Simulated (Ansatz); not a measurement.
Input file for Ansatz (a quantum-chemistry and plane-wave program): U-B3LYP/cc-pVTZ on H10 chain, a point of a bond scan (R = 2.100 Å).

Ansatz 0.2 input:
```yaml
crystal:
  periodic: [false, false, false]
  atoms:
    - {symbol: H, position_ang: [0.00000000, 0.00000000, 0.00000000]}
    - {symbol: H, position_ang: [0.00000000, 0.00000000, 2.10000000]}
    - {symbol: H, position_ang: [0.00000000, 0.00000000, 4.20000000]}
    - {symbol: H, position_ang: [0.00000000, 0.00000000, 6.30000000]}
    - {symbol: H, position_ang: [0.00000000, 0.00000000, 8.40000000]}
    - {symbol: H, position_ang: [0.00000000, 0.00000000, 10.50000000]}
    - {symbol: H, position_ang: [0.00000000, 0.00000000, 12.60000000]}
    - {symbol: H, position_ang: [0.00000000, 0.00000000, 14.70000000]}
    - {symbol: H, position_ang: [0.00000000, 0.00000000, 16.80000000]}
    - {symbol: H, position_ang: [0.00000000, 0.00000000, 18.90000000]}
basis:
  gaussian:
    orbitals: cc-pVTZ
hamiltonian:
  xc: {name: B3LYP}
magnetization: {spin_polarized: true, initial_magnetization: 0}
```

Output:

```
WARN ansatz: RAYON_NUM_THREADS=2 ignored (pool sized by the plan → 2); use --threads N
Functional definition: B3LYP
integrals: 0.01 GiB planned
600 factors; their error is unknown
mean field: 0.28 GiB planned
mean field evaluation 1: about -136.0499 eV, gradient 1.8e0 eV
mean field evaluation 2: about -135.5509 eV, gradient 5.8e0 eV
mean field evaluation 4: about -136.1015 eV, gradient 9.9e-1 eV
mean field evaluation 8: about -136.0832 eV, gradient 3.5e-2 eV
mean field evaluation 16: about -136.0832 eV, gradient 8.3e-5 eV
mean field evaluation 32: about -139.4487 eV, gradient 5.0e-4 eV
mean field evaluation 64: about -134.7502 eV, gradient 8.0e0 eV
mean field evaluation 96: about -138.5627 eV, gradient 1.5e-5 eV
mean field evaluation 128: about -138.4614 eV, gradient 3.0e-3 eV
mean field evaluation 160: about -137.0756 eV, gradient 5.1e-2 eV
mean field evaluation 192: about -135.3300 eV, gradient 4.4e0 eV
mean field -139.44873516 eV, -5.1246464953 hartree, gradient 3.4e-5 eV, S^2 3.377137; 14 other end points of the search recorded, 0 dependent functions left out
reference -139.44921447 eV, -5.1246641099 hartree; 5, 5 occupied and 135, 135 virtual orbitals, 600 factors
Total energy: -139.44921447 eV, -5.1246641099 hartree
```

The run converged. Its determinant has ⟨S²⟩ = 3.38, a mixture of spin states.

Cost: very roughly 19 core-seconds.
